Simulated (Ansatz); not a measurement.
Total energies of Al9As9H24, a nanocrystal cut from wurtzite AlAs (hydrogen-capped) from Ansatz at PBE0-D4/def2-TZVP, gas phase (1 Eh = 27.2114 eV = 2625.5 kJ/mol). The reference geometry is relaxed at PBE-D4/def2-SVP.

Cartesian coordinates in Å:
```
Al -4.920 1.003 0.268
As -3.686 1.431 2.476
As -2.870 0.253 -0.978
Al -1.218 2.070 -1.322
Al -1.229 1.061 2.810
As -0.171 2.335 0.954
As 0.654 1.221 -2.710
Al 2.332 2.998 -3.296
Al 2.294 2.025 1.079
As 3.170 3.305 -0.891
Al -1.967 -1.904 -0.152
As -0.852 -1.266 2.016
As -0.065 -2.597 -1.585
Al 1.701 -0.897 -1.954
Al 1.573 -1.788 2.204
As 2.475 -0.355 0.382
Al 0.855 -4.857 -0.983
As 1.761 -4.120 1.301
H -5.403 2.442 -0.242
H -5.896 -0.234 0.555
H -3.957 2.846 2.976
H -4.371 0.695 3.623
H -3.343 -0.075 -2.394
H -1.843 3.452 -1.821
H -0.700 1.394 4.280
H -0.382 3.798 1.339
H -0.020 0.837 -4.027
H 1.598 4.370 -3.675
H 3.564 2.373 -4.105
H 2.978 2.402 2.473
H 3.105 4.774 -0.486
H 4.687 3.163 -0.830
H -3.066 -3.037 0.090
H -1.504 -2.136 3.088
H -0.699 -2.763 -2.966
H 2.925 -1.392 -2.854
H 2.226 -1.580 3.647
H 3.976 -0.635 0.396
H -0.327 -5.889 -0.667
H 2.147 -5.198 -1.866
H 1.232 -5.029 2.406
H 3.233 -4.497 1.440
```

```tsv
state	geometry	energy (Eh)
charge 0 singlet	reference	-22316.38083
charge 1 doublet	reference	-22316.07830
charge -1 doublet	reference	-22316.41262
free Al atom (doublet)	–	-242.24894
free As atom (quartet)	–	-2235.53903
free H atom (doublet)	–	-0.50104
```

Single mean-field runs in def2-TZVP are fitted with def2-universal-jkfit.

(1) Work out the vertical ionisation energy to the doublet.

(2) Work out the vertical electron affinity, to the doublet.

(3) Give the fundamental gap IE − EA, the Mulliken electronegativity (IE + EA)/2 and the hardness (IE − EA)/2.

(4) What is the binding energy per atom against free atoms?

(1) E(charge 1 doublet) − E(charge 0 singlet) = -22316.07830 − (-22316.38083) = 0.30253 Eh = 8.23 eV. For comparison, −ε of the highest occupied level is 7.15 eV at this level, 1.08 eV less.

(2) E(charge 0 singlet) − E(charge -1 doublet) = -22316.38083 − (-22316.41262) = 0.03179 Eh = 0.87 eV. The basis lacks diffuse functions, which makes affinities too small.

(3) From the values in Eh: IE − EA = 0.30253 − 0.03179 = 0.27074 Eh = 7.37 eV; (IE + EA)/2 = 4.55 eV; (IE − EA)/2 = 3.68 eV. The HOMO–LUMO gap of the same run is 5.43 eV, 1.94 eV smaller than the fundamental gap.

(4) Atoms: 9 × (-242.24894) + 9 × (-2235.53903) + 24 × (-0.50104) = -22312.11669 Eh. Binding: -22312.11669 − (-22316.38083) = 4.26414 Eh = 116.03 eV, or 2.76 eV for each of 42 atoms (no zero-point energy, no counterpoise term).

At PBE0-D4/def2-TZVP the highest occupied level of the charge -1 doublet lies above zero (up to 0.15 eV). By energy differences its removal costs 0.87 eV (vertical, to the charge 0 singlet, at PBE0-D4/def2-TZVP); self-interaction error and the lack of diffuse functions both raise the level.
